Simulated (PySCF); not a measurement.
Some computed properties have been withheld. Give your best values.

Compound: C5H7F3S.
SMILES: `CS/C=C(/CF)C(F)F`

Conformer (atom-mapped SMILES and torsion angles): `[CH3:1][S:2]/[CH:3]=[C:4](/[CH2:5][F:6])[CH:7]([F:8])[F:9]`: C1–S2–C3–C4 157°, C3–C4–C5–F6 2°, C3–C4–C7–F8 -134°.

```json
{"property": "point group", "level": "PBE0-D3(BJ)/def2-SVP", "value": "C1"}
{"property": "rotational constants A, B, C", "level": "PBE0-D3(BJ)/def2-SVP", "value": "?"}
{"property": "dipole moment", "level": "PBE0/def2-SVPD", "value": "?"}
{"property": "HOMO energy", "level": "PBE0/def2-SVPD", "value": "?"}
{"property": "LUMO energy", "level": "PBE0/def2-SVPD", "value": "-0.73 eV"}
{"property": "lowest singlet excitation", "level": "TDDFT PBE0/def2-SVPD", "value": "?"}
{"property": "static isotropic polarisability", "level": "PBE0/def2-SVPD", "value": "?"}
{"property": "electronic spatial extent ⟨r²⟩ about the centre of nuclear charge", "level": "PBE0/def2-SVPD", "value": "1734 bohr²"}
```

The electronic properties come from PySCF, for the isolated species, density fitting. The structure is a single PBE0-D3(BJ)/def2-SVP conformer in the gas phase; no vibrational or solvent corrections.

(1) The static isotropic polarisability?

(2) The rotational constants A, B, C?

(3) The HOMO energy?

(4) The lowest singlet excitation?

(5) Give the dipole moment.

## Answers

(1) 88.3 au.

(2) 1.609, 0.861, 0.633 GHz.

(3) -6.67 eV.

(4) 5.15 eV (241 nm, f = 0.224).

(5) 2.72 D.

In wavenumbers S1 is 41500 cm⁻¹ (1 eV = 8065.54 cm⁻¹). The polarisability is 13.08 Å³ as a volume (1 au = 0.148185 Å³), or 1.10 au for each of the 80 electrons. A dipole of 2.72 D is allowed in C1, and pure rotational transitions are dipole-allowed. With B = h/(8π²I), that is 505.379 GHz u Å² over I, the principal moments of inertia are 314.1, 586.7 and 798.3 u Å² (most abundant isotopes); the inertial defect Ic − Ia − Ib is -102.5 u Å² (zero for a rigid planar frame, negative otherwise). No computed singlet falls in the visible range (750 to 380 nm, 1.65 to 3.26 eV); S1 lies 1.89 eV above its blue end. The rotational constants make it an asymmetric top with κ = (2B − A − C)/(A − C) = -0.53, nearer the prolate limit (−1).
